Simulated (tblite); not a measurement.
C$_{2}$H$_{6}$Se, triplet, at the geometry of the source list (a higher spin typed on purpose: for a closed-shell molecule this is an excited state); GFN1-xTB (tblite 0.6.0).

Input for tblite:
```
$ tblite run mol.xyz --method gfn1 --charge 0 --spin 2 --grad --json tblite.json --no-restart

# file mol.xyz
9

C      1.45580000    -0.05290000     0.03390000
Se     0.05090000     0.47070000    -1.21420000
C     -1.45680000     0.05700000    -0.04690000
H      1.40210000    -1.12550000     0.21030000
H      2.41140000     0.20450000    -0.41870000
H      1.32730000     0.49560000     0.96530000
H     -1.37990000    -0.97770000     0.27740000
H     -2.36800000     0.20320000    -0.61720000
H     -1.44300000     0.72510000     0.81010000
```

Output, abridged:

```
xTB calculator
 | screened Coulomb repulsion
 | Coulomb electrostatics
 |  * isotropic Klopman-Ohno-Mataga-Nishimoto electrostatics
 |  * onsite third-order electrostatics
 | DFT-D3(BJ) dispersion correction

halogen bonding energy    0.0000000000000E+00 Eh
repulsion energy          1.1077546362855E-01 Eh
dispersion energy        -2.4197828125629E-03 Eh
number of electrons       2.0000000000000E+01 e
integral cutoff           2.0076194534669E+01 bohr

------------------------------------------------------------
  cycle        total energy    energy error   density error
------------------------------------------------------------
      1     -10.60616672639  -1.0714522E+01   5.0193934E-01
      2     -10.61968967497  -1.3522949E-02   2.6820873E-01
      3     -10.59941212374   2.0277551E-02   1.4108891E-01
      4     -10.62727378885  -2.7861665E-02   3.2991837E-03
      5     -10.62728367389  -9.8850405E-06   7.3127165E-04
      6     -10.62728395918  -2.8529580E-07   2.2561977E-04
      7     -10.62728396128  -2.0928042E-09   3.0040177E-05
      8     -10.62728396327  -1.9939108E-09   6.0333186E-06
------------------------------------------------------------

electronic energy        -1.0735639644086E+01 Eh
total energy             -1.0627283963270E+01 Eh

Post processing:
 | Mayer-Wiberg bond orders

[Info] Tight-binding results written to 'tblite.txt'
[Info] JSON dump of results written to 'tblite.json'
```
